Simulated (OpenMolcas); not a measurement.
An atom or ion with 40 electrons was computed by SS-CASPT2, IPEA 0.25 Eh, imaginary shift 0.1 Eh with spin-orbit coupling (OpenMolcas, ANO-RCC-VQZP, DKH2). The lowest levels that the run gave, each within 12 % of the measured value where one is at hand:

```
J  Parity  E (cm-1)      g
0    even       0.0       
1    even      1199  1.500
2    even      2950  1.497
3    even      4940  1.494
4    even      7040  1.490
0    even     21810       
4    even     24100  0.890
1    even     26760  1.468
5    even     26860  1.057
3    even     27720  0.918
2    even     28610  0.695
6    even     28770  1.155
```

Problem. Which ion is it, and what are the configurations and terms?

Solution. Ag⁷⁺ (Z = 47, charge +7; active space 4 electrons in 10 orbitals (4d 5d)). J, parity and g give the terms where levels are pure, and mixed ones are named by the computed weights; the size of the splittings, set against known spectra of the 40-electron sequence, gives the charge. In order, with the measured energies in cm-1 (Atoms 5, 11 (2017), spectra Ag VII to Ag IX): 4d4 5D0, 4d4 5D1 (1340), 4d4 5D2 (3212), 4d4 5D3 (5292), 4d4 5D4 (7443), 4d4 3P0(1) (21309), 4d4 3H4 [70 %] (23302), 4d4 3P1(1) (26526), 4d4 3H5 (26250), 4d4 3G3 [51 %], 4d4 3F2(1) (28051), 4d4 3H6 (28185).

CASPT2 breaks the degeneracy within a term, and the mean is taken; among the terms shown or strongly mixed into the levels shown the widest spread is 46 cm-1 (4d4 3G). Active for correlation alone: 5d; no level in the range computed is led by a configuration that fills it, so any true level of that kind is missing. Measured partners are found by configuration, term and J. A level has none where our copy of the source lacks it or the pairing is in doubt (some pairs that miss far off the trend of their configuration count as doubtful), and it then counts in no deviation. Only configurations of the active space appear.

A share in square brackets marks a mixed level and gives the weight of the term that names it. A number in round brackets counts repeated terms of one configuration in the order of the reference energies.
